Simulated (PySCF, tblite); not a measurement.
Isomers of [C8H12N3]+ (charge +1), one GFN2-xTB conformer each. Single-point energies are computed at PBE0/pcSseg-1 (PySCF, gas phase, no added dispersion term), electronic only.

```csv
SMILES,GFN2-xTB relative energy (kcal/mol)
C=Cc1cn(C2CC2)n[n+]1C,0.0
c1c[n+](C2CC2)nn1C1CC1,0.3
```

Conformers: `[CH2:1]=[CH:2][c:3]1[cH:4][n:5]([CH:6]2[CH2:7][CH2:8]2)[n:9][n+:10]1[CH3:11]` (charge +1) with C1–C2–C3–C4 -1°, C4–N5–C6–C7 -144°; `[cH:1]1[cH:2][n+:3]([CH:4]2[CH2:5][CH2:6]2)[n:7][n:8]1[CH:9]1[CH2:10][CH2:11]1` (charge +1) with C2–N3–C4–C5 146°, N7–N8–C9–C10 -33°.

Q: What does PBE0/pcSseg-1 give for the same structures?

A: 
```
                SMILES  PBE0/pcSseg-1 E (Eh)  PBE0/pcSseg-1 (kcal/mol)  GFN2-xTB (kcal/mol)  point group
 C=Cc1cn(C2CC2)n[n+]1C            -475.40089                       0.0                  0.0      near Cs
c1c[n+](C2CC2)nn1C1CC1            -475.38755                       8.4                  0.3          C2v
```

Both levels put the same isomer lowest. 

Q: Which frontier levels and rotational constants go with these structures?

A: 
| SMILES | HOMO (eV, PBE0/pcSseg-1) | LUMO (eV) | A, B, C (MHz) |
| --- | --- | --- | --- |
| C=Cc1cn(C2CC2)n[n+]1C | -11.43 | -5.70 | 2403, 702.0, 569.3 |
| c1c[n+](C2CC2)nn1C1CC1 | -11.96 | -5.72 | 2098, 798.5, 635.7 |

Q: What happens when harmonic zero-point energies from GFN2-xTB frequencies are added?

A: 
```json
{"SMILES": "C=Cc1cn(C2CC2)n[n+]1C", "ZPE (kcal/mol)": "119.2", "electronic (kcal/mol)": "0.0", "with ZPE (kcal/mol)": "0.0"}
{"SMILES": "c1c[n+](C2CC2)nn1C1CC1", "ZPE (kcal/mol)": "120.5", "electronic (kcal/mol)": "8.4", "with ZPE (kcal/mol)": "9.6"}
```

The zero-point energies span 1.3 kcal/mol. The order is unchanged.
